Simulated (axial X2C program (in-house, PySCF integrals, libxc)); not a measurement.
Outer orbitals of SbH⁻ at 1.737 Å, PBE0

All values were computed with an axial X2C code built on PySCF integrals. Spin-free means the one-electron spin-free X2C Hamiltonian; two-component (2c) means X2C with spin–orbit coupling and atomic mean-field two-electron Coulomb and Gaunt terms, so the difference of the two also holds small scalar two-electron terms. Basis: Sb dyall-acv3z [12s13p9d5f1g], H dyall-av3z [7s3p2d] (cores contracted in-house); Gaussian nuclei, density fitting, unrestricted open shells. Masses: Sb 120.904 u, H 1.008 u.

The distance is close to the 2c PBE0 minimum; the highest filled and lowest empty levels are listed.

Spin-free orbitals, state M_S = 1/2, Λ = 1 (beyond evenly filled blocks: π+α, π+β, π-α) (Löwdin shares):

| symmetry | occupied | ε (eV) | atomic character |
| --- | --- | --- | --- |
| σα | yes | -29.67 | 99% Sb d |
| σβ | yes | -29.62 | 99% Sb d |
| π+α | yes | -29.61 | 100% Sb d |
| π-α | yes | -29.61 | 100% Sb d |
| δ+α | yes | -29.59 | 100% Sb d |
| δ-α | yes | -29.59 | 100% Sb d |
| π+β | yes | -29.55 | 100% Sb d |
| π-β | yes | -29.53 | 100% Sb d |
| δ+β | yes | -29.49 | 100% Sb d |
| δ-β | yes | -29.45 | 100% Sb d |
| σα | yes | -8.99 | 62% Sb s, 24% H s, 10% H p |
| σβ | yes | -8.30 | 60% Sb s, 27% H s, 10% H p |
| σα | yes | -2.92 | 51% Sb p, 32% H s, 11% Sb s |
| σβ | yes | -2.71 | 50% Sb p, 30% H s, 13% Sb s |
| π-α | yes | -0.09 | 85% Sb p, 10% H p, 4% H d |
| π+α | yes | -0.09 | 85% Sb p, 10% H p, 4% H d |
| π+β | yes | 0.64 | 86% Sb p, 11% H p, 3% H d |
| π-β | no | 2.21 | 87% Sb p, 10% H p, 2% H d |
| σα | no | 2.86 | 85% H s, 6% Sb s, 5% Sb p |
| σβ | no | 2.89 | 86% H s, 5% Sb p, 4% Sb s |
| σα | no | 3.42 | 90% Sb p, 8% H s |

The highest filled level is positive, so this functional does not bind it, and the empty levels of an anion are set by the basis.

Spinors with spin–orbit coupling (state Ω = 3/2):

| ω | occupied | ε (eV) | atomic character | λ mixture |
| --- | --- | --- | --- | --- |
| -1/2 | yes | -30.25 | 100% Sb d | 59% π, 41% σ |
| 1/2 | yes | -30.24 | 100% Sb d | 56% π, 44% σ |
| -3/2 | yes | -30.20 | 100% Sb d | 81% δ, 19% π |
| 3/2 | yes | -30.15 | 100% Sb d | 77% δ, 23% π |
| 1/2 | yes | -29.05 | 99% Sb d | 56% σ, 44% π |
| -1/2 | yes | -29.05 | 99% Sb d | 59% σ, 41% π |
| 3/2 | yes | -29.01 | 100% Sb d | 77% π, 23% δ |
| 5/2 | yes | -29.01 | 100% Sb d | 100% δ |
| -3/2 | yes | -28.98 | 100% Sb d | 81% π, 19% δ |
| -5/2 | yes | -28.89 | 100% Sb d | 100% δ |
| 1/2 | yes | -8.91 | 62% Sb s, 25% H s, 10% H p | 100% σ |
| -1/2 | yes | -8.26 | 60% Sb s, 27% H s, 10% H p | 100% σ |
| 1/2 | yes | -2.88 | 51% Sb p, 31% H s, 11% Sb s | 100% σ |
| -1/2 | yes | -2.68 | 50% Sb p, 30% H s, 13% Sb s | 99% σ, 1% π |
| -1/2 | yes | -0.20 | 85% Sb p, 10% H p, 4% H d | 99% π, 1% σ |
| 3/2 | yes | 0.14 | 85% Sb p, 11% H p, 4% H d | 100% π |
| 1/2 | yes | 0.50 | 85% Sb p, 11% H p, 3% H d | 99% π, 1% σ |
| -3/2 | no | 2.35 | 87% Sb p, 10% H p, 2% H d | 100% π |
| 1/2 | no | 2.87 | 84% H s, 6% Sb s, 6% Sb p | 100% σ |
| -1/2 | no | 2.93 | 85% H s, 6% Sb p, 5% Sb s | 100% σ |
| 1/2 | no | 3.43 | 90% Sb p, 8% H s | 100% σ |

The highest filled level is positive, so this functional does not bind it, and the empty levels of an anion are set by the basis.

Question: How does the gap between the highest filled and lowest empty level change from the spin-free to the 2c table?

Answer: From 1.57 to 1.85 eV at PBE0, a change of 0.28 eV.

Mulliken charges and populations of the two-component result (they depend on the basis, above all on diffuse functions):

Sb -0.62 e (s 9.80 p 21.80 d 20.01), H -0.38 e (s 1.27 p 0.10). ⟨Lz⟩ = 1.00 ħ and ⟨Sz⟩ = 0.50 ħ (0.52 and -0.02 on the two atoms), which add up to Ω.

The state is a single determinant with fixed occupations, the lowest that a limited PBE0 search found. Density functionals use the spin component along the axis (collinear). Without a current term, density functionals place determinants with orbital angular momentum somewhat too high. The highest occupied level of some functionals is positive through self-interaction error; at Hartree–Fock it is bound.
